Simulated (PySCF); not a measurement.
Gallium: a sound run and one with changed settings

Sound run: Ga [Ar] 3d10 4s2 4p1, Ga⁺ [Ar] 3d10 4s2. All numbers are calculated (PySCF 2.14, the spin-free X2C one-electron Hamiltonian (Gaussian nucleus), in cc-pVTZ-DK). In the sound run the correlated levels freeze [Ar] 3d10. The sound run starts from symmetry-adapted Hartree-Fock orbitals and uses a fine grid where one is needed.

Changed run: all electrons correlated in a basis built for the valence shell.

| species | method | sound run (hartree) | changed run (hartree) | converged |
| --- | --- | --- | --- | --- |
| Ga | MP2 | -1942.20753 | -1942.32711 | yes |
| Ga⁺ | MP2 | -1941.99728 | -1942.11273 | yes |

Ionisation energy of Ga:

```tsv
method	sound run (eV)	changed run (eV)
UHF	5.519	5.519
MP2	5.721	5.834
SCS-MP2	5.704	5.775
```

A valence basis has no tight correlating functions, so it recovers only part of the core correlation, and not evenly between atom and ion.

For comparison, NIST gives 5.999 eV between the lowest levels.
